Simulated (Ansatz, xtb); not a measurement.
## C3H4F2O3: which of two isomers lies lower

We compare X, `O=C(O)COC(F)F`, a singlet, with Y, `COC(=O)OC(F)F`, a singlet. Both are isolated molecules in the gas phase, relaxed with r2SCAN-D4/def2-SVP; the shapes shown needn't be the lowest conformers.

X (Å):

```xyz
12

C    -3.0951    0.6849   -1.4765
C    -2.1471    1.8676   -1.4050
C    -1.0143    1.4178    0.6019
F    -1.4084    2.5953    1.1701
F     0.2251    1.1517    1.0226
O    -2.9460   -0.3701   -0.9135
O    -4.1518    0.9820   -2.2519
O    -0.9406    1.5575   -0.7571
H    -4.7322    0.2002   -2.2483
H    -2.6703    2.7166   -0.9267
H    -1.8965    2.1820   -2.4290
H    -1.7089    0.6257    0.9323
```

Y (Å):

```yaml
atoms:
  - { symbol: C, position_ang: [-0.5201, -0.2653, -2.3662] }
  - { symbol: C, position_ang: [1.0137, 1.4314, -1.9724] }
  - { symbol: C, position_ang: [2.6957, 3.0211, -1.7404] }
  - { symbol: F, position_ang: [2.4521, 3.9190, -2.7092] }
  - { symbol: F, position_ang: [4.0139, 2.9628, -1.5403] }
  - { symbol: O, position_ang: [0.8127, 0.2369, -2.5074] }
  - { symbol: O, position_ang: [0.2071, 2.1127, -1.3950] }
  - { symbol: O, position_ang: [2.3134, 1.7590, -2.1858] }
  - { symbol: H, position_ang: [-1.2395, 0.4150, -2.8444] }
  - { symbol: H, position_ang: [-0.5232, -1.2415, -2.8633] }
  - { symbol: H, position_ang: [-0.7803, -0.3723, -1.3030] }
  - { symbol: H, position_ang: [2.1636, 3.3142, -0.8219] }
```

Q: Estimate which is lower in electronic energy at CCSD(T)/def2-SVP + ΔMP2/def2-TZVPP, and by roughly how much.

A: Too close to call at this level: CCSD(T)/def2-SVP + ΔMP2/def2-TZVPP gives E(Y) − E(X) = −0.038 eV.

Level by level:

```tsv
level	geometry	E(Y) − E(X) (eV)	departure from the last row (eV)	job, with rough time for the two
r2SCAN-D4/def2-SVP	r2SCAN-D4/def2-SVP	−0.114	−0.076	optimisation, 62 s
HF/def2-SVP	r2SCAN-D4/def2-SVP	−0.167	−0.129	part of the CCSD(T) run
MP2/def2-SVP	r2SCAN-D4/def2-SVP	−0.082	−0.044	part of the CCSD(T) run
CCSD(T)/def2-SVP	r2SCAN-D4/def2-SVP	−0.086	−0.048	single point
CCSD(T)/def2-SVP + ΔMP2/def2-TZVPP	r2SCAN-D4/def2-SVP	−0.038		single point, 71 s
```

As drawn, Y has 1 C–O, 1 C–H in place of 1 C–C, 1 O–H.

The largest departure from CCSD(T)/def2-SVP + ΔMP2/def2-TZVPP is that of HF/def2-SVP, 0.129 eV. Levels run at GFN2-xTB geometries aren't shown. The last row adds to CCSD(T) the change of the MP2 difference between the two basis sets, here +0.048 eV.

With thermal terms from frequencies at re-optimised GFN2-xTB minima (ideal gas, soft modes damped towards free rotors, one conformer each, 298.15 K, 1 atm): on the last row, ΔE + ΔZPE = −0.033, ΔH = −0.022, ΔG = −0.054 eV.

The correlated steps freeze 8 core orbitals. Codes used: Ansatz 0.2.0, xtb 6.7.1; the last row on 4 threads of Arm Neoverse V1 on a shared host.
